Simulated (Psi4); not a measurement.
C4H5 (SMILES C=C1[CH]C1), doublet, geometry from GFN2-xTB; CCSD(T)/3-21G run with Psi4.

Here is a job for Psi4.
```
memory 2 GB

molecule mol {
0 2
  C    -0.004878   -0.077144    0.263949
  C     0.198556   -0.718365   -0.916368
  C    -0.063830    0.736041   -0.991915
  C    -0.103072   -0.069384    1.602210
  H     0.400798   -1.598282   -1.472232
  H     0.748833    1.416627   -1.231052
  H    -1.023224    1.090278   -1.359183
  H     0.022160   -0.973491    2.172999
  H    -0.309221    0.837978    2.142213
}

set basis 3-21g
set reference uhf
set cc_type df
set mp2_type df
set scf_type df

energy('ccsd(t)')
print_variables()
```

Q: Write the output that Psi4 gives for this input, abridged.

A: 
```
Traceback (most recent call last):
  File "psi4", line 375, in <module>
  File "<string>", line 33, in <module>
  File "site-packages/psi4/driver/driver.py", line 461, in energy
  File "site-packages/psi4/driver/task_planner.py", line 255, in task_planner
  File "site-packages/psi4/driver/driver_util.py", line 222, in negotiate_derivative_type
  File "site-packages/psi4/driver/driver_util.py", line 344, in highest_analytic_derivative_available

psi4.driver.p4util.exceptions.MissingMethodError: Method=ccsd(t) is not available for any derivative level under conditions CC_TYPE=DF, REFERENCE=UHF, FREEZE_CORE=FALSE, QC_MODULE=(auto). See https://psicode.org/psi4manual/master/introduction.html#ss-ccsd-prt-pr. Or did you mean? ccsd(at) a-ccsd(t) ccsd(t)_l bccd(t) qcisd(t)

Printing out the relevant lines from the Psithon --> Python processed input file:
    core.set_global_option("BASIS", "3-21g")
    core.set_global_option("REFERENCE", "uhf")
    core.set_global_option("CC_TYPE", "df")
    core.set_global_option("MP2_TYPE", "df")
    core.set_global_option("SCF_TYPE", "df")
--> energy('ccsd(t)')
    print_variables()

!----------------------------------------------------------------------------------!
!                                                                                  !
!  Method=ccsd(t) is not available for any derivative level under conditions       !
!     CC_TYPE=DF, REFERENCE=UHF, FREEZE_CORE=FALSE, QC_MODULE=(auto). See          !
!     https://psicode.org/psi4manual/master/introduction.html#ss-ccsd-prt-pr. Or   !
!     did you mean? ccsd(at) a-ccsd(t) ccsd(t)_l bccd(t) qcisd(t)                  !
!                                                                                  !
!----------------------------------------------------------------------------------!
```

The program refused the input.
